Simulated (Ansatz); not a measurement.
# Molecular dynamics, step by step

AlH$_{5}$SeO, closed shell, SPW92/def2-SVP (Ansatz 0.2.0). Settings (timestep in fs, temperature in K; T counts 18 degrees of freedom):

```yaml
hamiltonian: {xc: lda}
md: {n_steps: 80, timestep: 1.0, temperature: 300, ensemble: nvt_nose_hoover, seed: 856, initial_velocities: maxwell_boltzmann}
```

Start, the saddle point found with PBE0-D4 in triple zeta (not stationary at another level):

```json
{"atom": "Al1", "x (Å)": "-0.4438", "y (Å)": "0.7866", "z (Å)": "-0.3462"}
{"atom": "O2", "x (Å)": "1.0301", "y (Å)": "-0.1356", "z (Å)": "-0.8215"}
{"atom": "H3", "x (Å)": "-1.6268", "y (Å)": "0.6629", "z (Å)": "-1.3962"}
{"atom": "H4", "x (Å)": "-0.1568", "y (Å)": "2.0687", "z (Å)": "0.5340"}
{"atom": "H5", "x (Å)": "0.5121", "y (Å)": "-1.0798", "z (Å)": "0.1646"}
{"atom": "Se6", "x (Å)": "-0.6554", "y (Å)": "-1.2478", "z (Å)": "1.2785"}
{"atom": "H7", "x (Å)": "1.1650", "y (Å)": "-0.4488", "z (Å)": "-1.7182"}
{"atom": "H8", "x (Å)": "0.1758", "y (Å)": "-0.6064", "z (Å)": "2.3050"}
```

```tsv
step	time (fs)	potential energy less the start (meV)	kinetic energy (meV)	T (K)
0	0.00	0.0	232.7	300
5	5.00	91.0	143.8	185
10	10.00	-20.2	253.5	327
15	15.00	24.3	213.0	275
20	20.00	-117.6	351.4	453
25	25.00	-236.6	467.0	602
30	30.00	-155.5	375.2	484
35	35.00	37.8	193.7	250
40	40.00	-31.2	260.4	336
45	45.00	-67.7	289.5	373
50	50.00	-248.5	442.9	571
55	55.00	-120.5	324.2	418
60	60.00	-128.1	326.1	420
65	65.00	-177.6	359.5	464
70	70.00	-56.6	250.1	322
75	75.00	-48.8	246.4	318
80	80.00	-60.9	236.3	305
```

Step 10, positions (Å) and forces (eV/Å):

```csv
atom,x,y,z,Fx,Fy,Fz
Al1,-0.448,0.785,-0.341,-1.346,-0.122,1.111
O2,1.042,-0.146,-0.807,0.458,-0.738,0.413
H3,-1.602,0.482,-1.489,0.494,0.269,0.334
H4,-0.106,2.049,0.574,-0.059,0.105,-0.263
H5,0.677,-1.021,-0.103,0.205,0.708,-0.156
Se6,-0.656,-1.243,1.277,-0.115,0.175,-0.470
H7,0.910,-0.388,-1.733,0.283,-0.509,-0.826
H8,0.155,-0.713,2.401,0.080,0.113,-0.143
```

Step 20, positions (Å) and forces (eV/Å):

```json
{"atom": "Al1", "x": "-0.487", "y": "0.779", "z": "-0.296", "Fx": "0.811", "Fy": "-0.478", "Fz": "0.948"}
{"atom": "O2", "x": "1.090", "y": "-0.165", "z": "-0.842", "Fx": "-0.289", "Fy": "-1.192", "Fz": "0.982"}
{"atom": "H3", "x": "-1.406", "y": "0.486", "z": "-1.504", "Fx": "-0.663", "Fy": "0.012", "Fz": "-0.516"}
{"atom": "H4", "x": "-0.088", "y": "2.150", "z": "0.427", "Fx": "-0.116", "Fy": "-0.066", "Fz": "-0.058"}
{"atom": "H5", "x": "0.808", "y": "-1.025", "z": "-0.042", "Fx": "0.057", "Fy": "1.351", "Fz": "-0.966"}
{"atom": "Se6", "x": "-0.658", "y": "-1.236", "z": "1.270", "Fx": "0.276", "Fy": "0.357", "Fz": "-0.121"}
{"atom": "H7", "x": "0.947", "y": "-0.567", "z": "-1.727", "Fx": "0.126", "Fy": "-0.001", "Fz": "0.020"}
{"atom": "H8", "x": "0.204", "y": "-0.719", "z": "2.383", "Fx": "-0.203", "Fy": "0.017", "Fz": "-0.289"}
```

Step 75, positions (Å) and forces (eV/Å):

```json
{"atom": "Al1", "x": "-0.488", "y": "0.610", "z": "-0.185", "Fx": "0.108", "Fy": "1.539", "Fz": "0.417"}
{"atom": "O2", "x": "1.127", "y": "-0.150", "z": "-0.909", "Fx": "1.279", "Fy": "3.834", "Fz": "-3.904"}
{"atom": "H3", "x": "-1.391", "y": "0.571", "z": "-1.433", "Fx": "-0.626", "Fy": "-0.088", "Fz": "-0.654"}
{"atom": "H4", "x": "-0.072", "y": "1.987", "z": "0.562", "Fx": "-0.039", "Fy": "-0.191", "Fz": "-0.151"}
{"atom": "H5", "x": "0.984", "y": "-0.871", "z": "-0.371", "Fx": "-0.298", "Fy": "-4.594", "Fz": "2.954"}
{"atom": "Se6", "x": "-0.671", "y": "-1.186", "z": "1.249", "Fx": "-0.064", "Fy": "-0.686", "Fz": "0.731"}
{"atom": "H7", "x": "1.253", "y": "-0.427", "z": "-1.860", "Fx": "-0.214", "Fy": "0.245", "Fz": "0.857"}
{"atom": "H8", "x": "0.114", "y": "-0.545", "z": "2.350", "Fx": "-0.146", "Fy": "-0.060", "Fz": "-0.250"}
```

Last step (80):

```xyz
8
angstrom
Al -0.4658 0.6265 -0.1986
O 1.0981 -0.1278 -0.9192
H -1.3607 0.5978 -1.5603
H -0.1299 2.0606 0.4517
H 1.0911 -1.0498 -0.2155
Se -0.6738 -1.1955 1.2573
H 1.2606 -0.3913 -1.8255
H 0.1568 -0.5541 2.3070
```

The run took about 24 s on 4 CPU threads of an Intel Xeon 6975P-C (shared host).
